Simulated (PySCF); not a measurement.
Compound: C₄HNSe.
SMILES with atom numbers: `[CH:1]#[C:2][C:3](=[Se:4])[C:5]#[N:6]` (hydrogens: H7 on C1)

Theory: PBE0-D3(BJ)/def2-SVP geometry optimisation, gas phase (PySCF).

(1) Give the optimised bond lengths and angles.

## Answers

(1) 
| bond | length (pm) |
| --- | --- |
| C1≡C2 | 121.5 |
| C2–C3 | 141.3 |
| C3=Se4 | 177.8 |
| C3–C5 | 143.1 |
| C5≡N6 | 116.1 |
| C1–H7 | 107.6 |

A selection of angles:
| angle | degrees |
| --- | --- |
| C2–C1–H7 | 179.4 |
| C1–C2–C3 | 179.5 |
| C2–C3–Se4 | 123.4 |
| C2–C3–C5 | 116.6 |
| Se4–C3–C5 | 120.0 |
| C3–C5–N6 | 179.8 |

The C–C distances run from 1.215 Å (C1≡C2, drawn triple) to 1.431 Å (C3–C5, drawn single), a spread of 0.216 Å. The 6 heavy atoms lie in one plane (0.000 Å rms).

Point group: Cs (tolerance 0.08 Å). No frequency check.
